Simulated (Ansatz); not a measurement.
Reactions of C3H8SiTe, SMILES `C=C[Te][SiH2]C`.

Program: Ansatz. Geometries: PBE0-D4/def2-TZVP. ΔE: electronic, gas phase. CCSD(T)/CBS is the MP2 limit (def2-TZVPP, def2-QZVPP) plus CCSD(T) − MP2 in def2-TZVPP, frozen cores. This one scheme is used for every species. Elements past krypton have def2 core potentials. For Ge, In, Se, Te outer-core shells are correlated without core-valence functions, which leaves a few kJ/mol of doubt a bond. Scalar relativity is left out up to krypton. One conformer a species, not always the lowest.

(1) Order these by ΔE at CCSD(T)/CBS, lowest first. (An estimate is asked.)
A. `C=C[Te][SiH2]C` + HCl → `C=CCl` + `C[SiH2][TeH]`
B. `C=C[Te][SiH2]C` + `N[SiH3]` → `C=CN[SiH3]` + `C[SiH2][TeH]`
C. `C=C[Te][SiH2]C` + `N[CH2][GeH3]` → `CN[CH2][GeH3]` + `C=C[Te][SiH3]`
D. `C=C[Te][SiH2]C` + `[Cl][InH][SeH]` → `C[Se][InH][Cl]` + `C=C[Te][SiH3]`

Largest T1 diagnostic: 0.012, for `C[Se][InH][Cl]`.

## Answers

(1) B (+2.2 kcal/mol), A (+6.3 kcal/mol), D (+12.5 kcal/mol), C (+17.3 kcal/mol).
